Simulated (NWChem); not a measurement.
System: BBr2 cation

Parts of the log:

```
             Northwest Computational Chemistry Package (NWChem) 7.3.0
             --------------------------------------------------------

                             Geometry "geometry" -> ""
                             -------------------------

 Output coordinates in angstroms (scale by  1.889725989 to convert to a.u.)

  No.       Tag          Charge          X              Y              Z
 ---- ---------------- ---------- -------------- -------------- --------------
    1 Br                  35.0000    -1.77295100    -0.02309600     0.02027400
    2 B                    5.0000    -0.00000300     0.00043900     0.00000000
    3 Br                  35.0000     1.77295300     0.02336300    -0.02027500

 Effective nuclear repulsion energy (a.u.)     287.2362571199

  pbe96 is a nonlocal functional; adding pw91lda local functional.
                              NWChem Property Module
                              ----------------------

  itol2e modified to match energy
  convergence criterion.

                                 NWChem DFT Module
                                 -----------------

 Summary of "ao basis" -> "ao basis" (spherical)
 ------------------------------------------------------------------------------
       Tag                 Description            Shells   Functions and Types
 ---------------- ------------------------------  ------  ---------------------
 Br                         pcsseg-1                15       41   5s7p3d
 B                          pcsseg-1                 7       17   3s3p1d

  itol2e modified to match energy
  convergence criterion.

            General Information
            -------------------
          SCF calculation type: DFT
          Wavefunction type:  closed shell.
          No. of atoms     :     3
          No. of electrons :    74
           Alpha electrons :    37
            Beta electrons :    37
          Charge           :     1
          Spin multiplicity:     1
          Use of symmetry is: off; symmetry adaption is: off
          Maximum number of iterations: 150
          AO basis - number of functions:    99
                     number of shells:    37
          Convergence on energy requested:  1.00D-07
          Convergence on density requested:  1.00D-05
          Convergence on gradient requested:  5.00D-04

              XC Information
              --------------
          PerdewBurkeErnzerhof Exchange Functional  1.000
            Perdew 1991 LDA Correlation Functional  1.000 local
           PerdewBurkeErnz. Correlation Functional  1.000 non-local

             Grid Information
             ----------------
          Grid used for XC integration:  fine
          Radial quadrature: Mura-Knowles
          Angular quadrature: Lebedev.
          Tag              B.-S. Rad. Rad. Pts. Rad. Cut. Ang. Pts.
          ---              ---------- --------- --------- ---------
          Br                  1.15      140          10.0       974
          B                   0.85       70           7.0       590
          Grid pruning is: on
          Number of quadrature shells:   350
          Spatial weights used:  Erf1

      Superposition of Atomic Density Guess
      -------------------------------------

 Sum of atomic energies:       -5168.72786561

 Renormalizing density from      75.00 to     74

      Non-variational initial energy
      ------------------------------

 Total energy =   -5127.366744
 1-e energy   =   -7666.280574
 2-e energy   =    2251.677573
 HOMO         =      -0.756239
 LUMO         =      -0.278573

   convergence    iter        energy       DeltaE   RMS-Dens  Diis-err
 ---------------- ----- ----------------- --------- --------- ---------
 d= 0,ls=0.0,diis     1  -5171.0966342443 -5.46D+03  3.40D-02  1.61D+01
 d= 0,ls=0.0,diis     2  -5169.7384775846  1.36D+00  3.16D-02  2.51D+01
 d= 0,ls=0.0,diis     3  -5171.0801465718 -1.34D+00  1.48D-02  2.42D+00
 d= 0,ls=0.0,diis     4  -5171.4753152768 -3.95D-01  3.65D-03  4.51D-01
 d= 0,ls=0.0,diis     5  -5171.5438866984 -6.86D-02  7.78D-04  1.32D-02
  Resetting Diis
 d= 0,ls=0.0,diis     6  -5171.5451748539 -1.29D-03  1.90D-04  6.72D-04
 d= 0,ls=0.0,diis     7  -5171.5452338078 -5.90D-05  8.42D-05  1.44D-05
 d= 0,ls=0.0,diis     8  -5171.5452254378  8.37D-06  5.67D-05  7.79D-05
 d= 0,ls=0.0,diis     9  -5171.5452353968 -9.96D-06  8.29D-06  1.00D-06
 d= 0,ls=0.0,diis    10  -5171.5452355366 -1.40D-07  1.74D-06  5.58D-08
 d= 0,ls=0.0,diis    11  -5171.5452355449 -8.30D-09  1.32D-07  8.92D-11

         Total DFT energy =    -5171.545235544928
      One electron energy =    -7750.197210166747
           Coulomb energy =     2477.029036338782
    Exchange-Corr. energy =     -185.613318836875
 Nuclear repulsion energy =      287.236257119913

 Numeric. integr. density =       74.000000047964

                       DFT Final Molecular Orbital Analysis
                       ------------------------------------

 Vector   35  Occ=2.000000D+00  E=-5.732263D-01
              MO Center=  2.9D-05,  2.3D-04,  1.5D-05, r^2= 3.4D+00
   Bfn.  Coefficient  Atom+Function         Bfn.  Coefficient  Atom+Function
  ----- ------------  ---------------      ----- ------------  ---------------
    23      0.282944  1 Br pz                81      0.282950  3 Br pz
    26      0.247277  1 Br pz                84      0.247282  3 Br pz
    22      0.206352  1 Br py                80      0.206358  3 Br py
    50      0.201682  2 B  pz                25      0.180340  1 Br py
    83      0.180345  3 Br py                49      0.147088  2 B  py

 Vector   36  Occ=2.000000D+00  E=-5.291618D-01
              MO Center= -2.6D-05,  1.5D-04, -9.0D-06, r^2= 4.4D+00
   Bfn.  Coefficient  Atom+Function         Bfn.  Coefficient  Atom+Function
  ----- ------------  ---------------      ----- ------------  ---------------
    23      0.338191  1 Br pz                81     -0.338187  3 Br pz
    26      0.325287  1 Br pz                84     -0.325284  3 Br pz
    22     -0.241275  1 Br py                80      0.241273  3 Br py
    25     -0.232069  1 Br py                83      0.232067  3 Br py
    17     -0.123467  1 Br pz                75      0.123466  3 Br pz

 Vector   37  Occ=2.000000D+00  E=-5.291618D-01
              MO Center= -2.6D-05,  1.6D-04,  8.7D-06, r^2= 4.4D+00
   Bfn.  Coefficient  Atom+Function         Bfn.  Coefficient  Atom+Function
  ----- ------------  ---------------      ----- ------------  ---------------
    22      0.338219  1 Br py                80     -0.338217  3 Br py
    25      0.325314  1 Br py                83     -0.325312  3 Br py
    23      0.241332  1 Br pz                81     -0.241327  3 Br pz
    26      0.232124  1 Br pz                84     -0.232119  3 Br pz
    16     -0.123478  1 Br py                74      0.123477  3 Br py

 Vector   38  Occ=0.000000D+00  E=-3.357527D-01
              MO Center= -8.8D-06,  7.3D-04,  1.2D-06, r^2= 2.9D+00
   Bfn.  Coefficient  Atom+Function         Bfn.  Coefficient  Atom+Function
  ----- ------------  ---------------      ----- ------------  ---------------
    49      0.544346  2 B  py                52      0.388668  2 B  py
    25     -0.352820  1 Br py                83     -0.352813  3 Br py
    22     -0.243992  1 Br py                80     -0.243987  3 Br py
    46      0.221247  2 B  py                37      0.098470  1 Br d -2
    95     -0.098471  3 Br d -2              16      0.091086  1 Br py

[...]

          -----------------------------------------
          Chemical Shielding Tensors (GIAO, in ppm)
          -----------------------------------------

                                NWChem CPHF Module
                                ------------------

  scftype          =     RHF
  nclosed          =       37
  nopen            =        0
  variables        =     2294
  # of vectors     =        3
  tolerance        = 0.10D-03
  level shift      = 0.00D+00
  max iterations   =       50
  max subspace     =       30

 SCF residual:    1.0538303276331853E-005

Iterative solution of linear equations
  No. of variables     2294
  No. of equations        3
  Maximum subspace       30
        Iterations       50
       Convergence  1.0D-04

   iter   nsub   residual    time
   ----  ------  --------  ---------
     1      3    1.59D-05      22.7

      Atom:    1  Br
        Diamagnetic
   3126.7770      0.1443     -0.1240
      0.1443   3115.9335     -0.0017
     -0.1240     -0.0017   3115.9330

        Paramagnetic
     -0.4744     20.5416    -17.8825
     20.5416  -1563.9934     -0.2349
    -17.8825     -0.2349  -1564.0588

        Total Shielding Tensor
   3126.3026     20.6860    -18.0066
     20.6860   1551.9401     -0.2365
    -18.0066     -0.2365   1551.8742

           isotropic =    2076.7056
          anisotropy =    1575.1120

          Principal Components and Axis System
                 1           2           3
             3126.7803   1551.6683   1551.6682

      1         0.9998     -0.0121      0.0126
      2         0.0131      0.9959     -0.0896
      3        -0.0114      0.0898      0.9959

      Atom:    2  B
        Diamagnetic
    230.2361      0.5297     -0.4623
      0.5297    189.8171     -0.0061
     -0.4623     -0.0061    189.8154

        Paramagnetic
     -0.0728      3.1524     -2.7514
      3.1524   -240.6321     -0.0360
     -2.7514     -0.0360   -240.6419

        Total Shielding Tensor
    230.1634      3.6821     -3.2137
      3.6821    -50.8150     -0.0421
     -3.2137     -0.0421    -50.8265

           isotropic =      42.8406
          anisotropy =     281.1116

          Principal Components and Axis System
                 1           2           3
              230.2484    -50.8632    -50.8632

      1         0.9998      0.0105     -0.0139
      2         0.0131      0.0695      0.9975
      3        -0.0114      0.9975     -0.0693
```

Level: PBE/pcSseg-1, GIAO. All runs use the structure optimised with B3LYP/6-31G* (spherical d). The printed shielding anisotropy is the first printed principal value minus the mean of the other two.

Write an input that gives this output.

Several could match; the one computed here: the input that was run:
```
start job
memory heap 200 mb stack 900 mb global 1100 mb
charge 1
geometry units angstroms noautosym nocenter noautoz
  Br    -1.772951    -0.023096     0.020274
  B     -0.000003     0.000439    -0.000000
  Br     1.772953     0.023363    -0.020275
end
basis spherical
  Br library pcsseg-1
  B library pcsseg-1
end
dft
  xc xpbe96 cpbe96
  iterations 150
end
property
  shielding 2 1 2
end
task dft property
```
